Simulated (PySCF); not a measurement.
# Polarisability and C₆ of K+ (potassium, charge +1)

[Ar], closed-shell 1S. Computed with PySCF 2.14 in dyall-acv3z, with the non-relativistic Hamiltonian (point nucleus). Coupled (time-dependent) response in atomic units; α is the mean over directions.

| method | mean α (bohr³) | C₆ (like pair) | S(−4) |
| --- | --- | --- | --- |
| UHF | 5.442 | 23.16 | 5.527 |
| PBE | 5.698 | 24.49 | 6.372 |
| PBE0 | 5.585 | 23.89 | 6.000 |
| r2SCANh | 5.549 | 24.27 | 5.607 |
| M06-L | 5.432 | 23.38 | 5.474 |

S(−4) is the Cauchy moment in α(ω) = α(0) + S(−4) ω² + …

α(iu) at M06-L:

```json
{"u (hartree)": "0", "α(iu) (bohr³)": "5.432"}
{"u (hartree)": "0.0500", "α(iu) (bohr³)": "5.418"}
{"u (hartree)": "0.100", "α(iu) (bohr³)": "5.378"}
{"u (hartree)": "0.200", "α(iu) (bohr³)": "5.223"}
{"u (hartree)": "0.300", "α(iu) (bohr³)": "4.986"}
{"u (hartree)": "0.500", "α(iu) (bohr³)": "4.368"}
{"u (hartree)": "0.750", "α(iu) (bohr³)": "3.543"}
{"u (hartree)": "1.00", "α(iu) (bohr³)": "2.826"}
{"u (hartree)": "1.50", "α(iu) (bohr³)": "1.827"}
{"u (hartree)": "2.00", "α(iu) (bohr³)": "1.245"}
{"u (hartree)": "3.00", "α(iu) (bohr³)": "0.6754"}
{"u (hartree)": "5.00", "α(iu) (bohr³)": "0.2937"}
```

A single London oscillator, α(iu) = α/(1 + u²/ω²), gives C₆ = (3/4) ω α². Matching the computed C₆ needs ω = 4 × 23.38 / (3 × 5.432²) = 1.06 hartree.

For an ion, C₆ is the dispersion term alone; charge-induced terms of lower order in 1/R come first.
